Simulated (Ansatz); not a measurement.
## Two structures, one formula

The two ends of one reaction step of SnH6O, singlet (PBE0-D4/def2-TZVP).

A:

Sn1  (0.584, -0.476, 1.078)
O2  (-0.860, 0.382, 0.046)
H3  (1.160, -1.666, 0.012)
H4  (-0.095, -1.132, 2.502)
H5  (1.759, 0.708, 1.450)
H6  (-0.696, 0.524, -2.427)
H7  (-0.578, 0.545, -3.166)
H8  (-1.273, 1.116, 0.505)
(Å)

B:

Sn1  (1.211, -0.225, 0.229)
O2  (-1.868, 0.035, -0.401)
H3  (0.683, -1.776, -0.221)
H4  (0.413, 0.321, 1.633)
H5  (2.886, -0.310, 0.589)
H6  (-2.015, 0.641, -1.132)
H7  (1.017, 0.890, -1.045)
H8  (-2.327, 0.424, 0.347)
(Å)

Computed with Ansatz 0.2.0 (basis: def2-TZVPP); correlated methods freeze the cores. Filled d shells of the heavier atoms are correlated. Core potentials replace the inner electrons of the atoms past krypton. The def2 sets are not built for correlating such inner shells, so the correlated values are less sure here. B3LYP uses VWN-RPA correlation.

Q: Which structure is lower at CCSD(T), and by how much? (To be estimated.)

A: Computed: B, by 4.09 kcal/mol (electronic energy, against the other). By their contacts, A is a complex of SnH₄O ([OH][SnH3]) + H₂ and B is a complex of SnH₄ + H₂O.

All methods give the same order:

```tsv
method	E(B) − E(A) (kcal/mol)
SPW92	-6.52
PBE-D4	-3.22
BLYP-D4	-1.11
r2SCAN-D4	-2.77
B97M-V	-4.56
PBE0-D4	-4.95
B3LYP-D4	-2.86
r2SCAN0-D4	-4.54
BHLYP-D4	-4.35
CAM-B3LYP-D4	-3.60
wB97X-V	-3.46
wB97M-V	-4.24
B2PLYP	-2.49
PBE-QIDH	-4.59
RPA on PBE	-3.42
HF	-5.29
MP2	-2.54
CCSD	-4.87
CCSD(T)	-4.09
```

The T1 diagnostic stays at or below 0.014.

Labels in which every atom is bracketed show which atoms are joined, not bond orders.

For scale, one of the runs: CCSD(T)/def2-TZVPP, 165 basis functions, launched by `ansatz run in.yaml --threads 2 --pin off --events-out ev --progress --plain --max-ram 4352MiB`. The run took 52 s on 2 CPU threads of an Arm Neoverse V1 (shared host), with 1.5 GiB of host memory at its peak.
